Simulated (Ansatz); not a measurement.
Cost and result for the atomization energy of `CN1[SiH2]C1O` (12 atoms, 12 bonds).

```xyz
12

C    -0.0163   -1.6314   -0.2036
N    -0.2986   -0.2298   -0.0506
Si   -0.5856    0.9948    1.1062
C     0.6537    0.8280   -0.2743
O     0.6800    1.4238   -1.5339
H    -0.8641   -2.2194    0.1536
H     0.8755   -1.9418    0.3575
H     0.1438   -1.8769   -1.2573
H    -0.1705    0.8030    2.5214
H    -1.8769    1.7170    1.0077
H     1.6903    0.6108    0.0005
H    -0.2313    1.5220   -1.8272
```

Total charge 0; spin multiplicity 1. The geometry is a stationary point of PBE0-D4/def2-TZVP. It is one conformer, not always the lowest. Program: Ansatz. All runs use 4 threads of an Arm Neoverse V2 on a shared host. Times are those of one run each, without the atoms' runs, and a repeat can differ threefold. Electronic energies, without spin–orbit coupling; frozen cores. CCSD(T)/CBS adds CCSD(T) − MP2 in def2-TZVPP to the MP2 limit, and its time is that of the two runs behind it. T1 = 0.013. B3LYP takes the VWN-RPA correlation (the form of Gaussian; ORCA's B3LYP/G).

CCSD(T)/CBS is a level of theory with its own doubt, some kJ/mol a heavy atom from the limit and from the frozen cores, so smaller differences don't rank the functionals.

| level | functions | wall time | atomization (kJ/mol) | difference from CCSD(T)/CBS | per bond |
| --- | --- | --- | --- | --- | --- |
| PBE-D4/def2-TZVPP (with forces) | 264 | 2.1 s | 4443.5 | 113.3 | 9.4 |
| PBE0-D4/def2-TZVPP | 264 | 2.5 s | 4344.5 | 14.3 | 1.2 |
| B3LYP-D4/def2-TZVPP (with forces) | 264 | 3.9 s | 4337.7 | 7.5 | 0.6 |
| r2SCAN-D4/def2-TZVPP (with forces) | 264 | 4.1 s | 4336.6 | 6.4 | 0.5 |
| B2PLYP/def2-TZVPP | 264 | 4.7 s | 4282.6 | -47.6 | -4.0 |
| ωB97X-V/def2-TZVPP | 264 | 6.5 s | 4354.5 | 24.3 | 2.0 |
| ωB97M-V/def2-TZVPP (with forces) | 264 | 9.5 s | 4350.2 | 20.0 | 1.7 |
| MP2/def2-QZVPP | 508 | 20 s | 4348.8 | 18.6 | 1.5 |
| CCSD(T)/def2-TZVPP | 264 | 2.5 min | 4201.6 | -128.6 | -10.7 |
| CCSD(T)/CBS(def2) | – | 2.8 min | 4330.2 | 0.0 | 0.0 |

The D4 term adds +37.8 kJ/mol with B3LYP and +19.8 kJ/mol with PBE0; it sums over pairs of atoms, weighted by their polarisabilities, and B3LYP, whose exchange is more repulsive, gets the larger term. In def2-TZVPP, CCSD(T) changes the Hartree–Fock value by +1207.1 kJ/mol (the triples alone add +72.6 kJ/mol) and MP2 by +1277.5 kJ/mol; breaking electron pairs costs correlation energy, which Hartree–Fock lacks. From PBE to PBE0 (25 % exact exchange), in def2-TZVPP and without D4, the atomization energy moves by −95.3 kJ/mol: exact exchange takes away binding that semilocal exchange gives to molecules.
